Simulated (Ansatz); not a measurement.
**Energy profile**

The step: Si₂H₄OF₂ ([OH][Si]([F])([F])[SiH3]) + H₂O + NH₃ → SiNH₃OF₂ ([NH2][Si]([OH])([F])[F]) + SiH₄ + H₂O; bonds formed: Si2–H8, H6–O9; dative contacts that become bonds: Si1–N7; bonds broken: Si1–Si2, H6–N7, H8–O9 (atoms numbered as in the saddle structure below).

```
16
angstrom
Si -0.7251 0.7188 -0.3182
Si 1.1416 -1.0131 -1.1225
F -1.1093 0.2063 -1.8262
F -2.1166 0.2847 0.3652
O -0.5705 2.3140 -0.6704
H -0.0815 -0.5461 1.7066
N 0.1311 0.8179 1.2907
H 0.0586 -1.3108 0.3068
O -0.2108 -1.6224 1.5248
H 2.3320 -1.5669 -0.4117
H 0.7496 -1.9120 -2.2329
H 1.6083 0.2894 -1.6935
H -0.8738 2.5554 -1.5485
H 1.1166 1.0440 1.2086
H -0.2943 1.5532 1.8494
H -1.1559 -1.8122 1.5719
```

Electronic energies by CCSD(T) at an estimated basis limit (MP2 extrapolated from triple and quadruple zeta, plus CCSD(T) − MP2 in triple zeta), on PBE0-D4/def2-TZVP structures; Si$_{2}$NH$_{9}$O$_{2}$F$_{2}$, singlet; no counterpoise correction. Ansatz 0.2.0; basis: def2-TZVPP and def2-QZVPP; cores frozen in the correlated methods. Extrapolation: Hartree–Fock as exp(−7.88 √X), correlation as X^−2.97.

Q: Give the profile in kJ/mol, counted from the separated reactants. (To be estimated.)

A: Computed:
```json
{"point": "separated: Si$_{2}$H$_{4}$OF$_{2}$ (linked as [OH][Si]([F])([F])[SiH3]; Si1, Si2, F3, F4, O5, H10, H11, H12, H13; singlet) + NH$_{3}$ (H6, N7, H14, H15; singlet) + H$_{2}$O (H8, O9, H16; singlet)", "kJ/mol": "0.0"}
{"point": "start structure", "kJ/mol": "-61.4"}
{"point": "saddle", "kJ/mol": "168.4"}
{"point": "end structure", "kJ/mol": "-107.9"}
{"point": "separated: SiNH$_{3}$OF$_{2}$ (linked as [NH2][Si]([OH])([F])[F]; Si1, F3, F4, O5, N7, H13, H14, H15; singlet) + SiH$_{4}$ (Si2, H8, H10, H11, H12; singlet) + H$_{2}$O (H6, O9, H16; singlet)", "kJ/mol": "-83.6"}
```

The T1 diagnostic stays at or below 0.013.

For scale, one of the runs: CCSD(T)/def2-TZVPP, 365 basis functions, launched by `ansatz run in.yaml --threads 5 --pin off --events-out ev --progress --plain --max-ram 66560MiB --backend cuda --devices 0, --max-vram 37GiB`. The run took 45 s on 5 CPU threads of an AMD EPYC 7R13 and a share of one NVIDIA H100 (shared host), with 0.86 GiB of host memory at its peak.
